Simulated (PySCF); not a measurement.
Can point charges reproduce the dipole moment of `C[C@H]1CCS(=O)(=O)O1` (1,3-butanesultone)?

Coordinates (GFN2-xTB, Å) and charges (e) from the PBE0/pcSseg-1 density (PySCF):

```
atom       x       y       z  Mulliken      IAO  Hirshfeld  ESP-fitted
  C1  -1.334   1.064  -0.542   -0.2123  -0.4468    -0.1311     -0.3977
  C2  -0.904   0.107   0.565   -0.1068  +0.0837    +0.0506     +0.2659
  C3  -0.347  -1.223   0.018   -0.1761  -0.2818    -0.0735     -0.2203
  C4   1.066  -0.927  -0.436   -0.3666  -0.4745    -0.0739     -0.3008
  S5   1.536   0.518   0.580   +1.1927  +2.1323    +0.5571     +1.0530
  O6   2.540   0.207   1.541   -0.4962  -0.8549    -0.3103     -0.4954
  O7   1.761   1.642  -0.275   -0.5172  -0.8694    -0.3027     -0.5027
  O8   0.125   0.672   1.354   -0.5063  -0.5814    -0.1365     -0.3588
  H9  -1.755   1.964  -0.100   +0.1376  +0.1598    +0.0504     +0.1289
 H10  -2.084   0.597  -1.175   +0.1159  +0.1452    +0.0481     +0.1058
 H11  -0.473   1.355  -1.137   +0.1388  +0.1566    +0.0341     +0.1329
 H12  -1.739  -0.080   1.249   +0.1432  +0.1598    +0.0560     +0.0672
 H13  -0.332  -1.953   0.828   +0.1490  +0.1543    +0.0501     +0.0978
 H14  -0.977  -1.605  -0.784   +0.1441  +0.1554    +0.0561     +0.1202
 H15   1.775  -1.719  -0.227   +0.1823  +0.1843    +0.0653     +0.1580
 H16   1.135  -0.609  -1.471   +0.1780  +0.1774    +0.0601     +0.1460
```

Task: Compute μ = Σ q r for each scheme (1 e·Å = 4.803 D) and compare with the dipole of the full density.

Result: The full density gives (-4.08, -3.45, -2.24) D, 5.79 D in size; dipole vectors point from the negative to the positive end.

| scheme | μx | μy | μz | size (D) | share of the full size (%) | angle to the full dipole (°) |
| --- | --- | --- | --- | --- | --- | --- |
| Mulliken | -3.92 | -3.77 | -3.97 | 6.73 | 116 | 14 |
| IAO | -4.79 | -4.55 | -2.88 | 7.21 | 124 | 3 |
| Hirshfeld | -2.87 | -2.44 | -1.26 | 3.97 | 68 | 4 |
| ESP-fitted | -4.11 | -3.47 | -2.28 | 5.85 | 101 | 0 |

Task: Which set comes closest?

Result: Length of the difference vector: ESP-fitted 0.06 D, IAO 1.46 D, Mulliken 1.76 D, Hirshfeld 1.86 D. Closest: ESP-fitted. 

Task: What is left for the Hirshfeld atoms' own dipoles?

Result: The Hirshfeld atoms' densities add up to the full density, so μ = Σ q r + Σ (atomic dipoles). The atomic dipoles sum to (-4.08, -3.45, -2.24) − (-2.87, -2.44, -1.26) = (-1.21, -1.01, -0.98) D, 1.86 D in size.

Task: With the origin at the mean of the coordinates, (0.000, 0.001, -0.001) Å, which are the largest single terms, by size, of the Mulliken dipole along the direction of the full one?

Result: S5 -9.25, O6 +5.98, O7 +5.25, O8 +2.46, H14 +1.35 D; all 16 atoms together +6.53 D. The single terms depend on the origin, their sum doesn't.

Task: Give the size of the full dipole in other units.

Result: 5.79 D = 2.279 au = 1.206 e·Å = 19.33 × 10⁻³⁰ C·m.

Geometry: GFN2-xTB, one conformer, isolated molecule.

The run behind these numbers computed NMR shieldings as well. Time: 31 s wall; peak memory 0.82 GiB. Hardware: Intel Xeon Platinum 8488C, one thread, shared host.
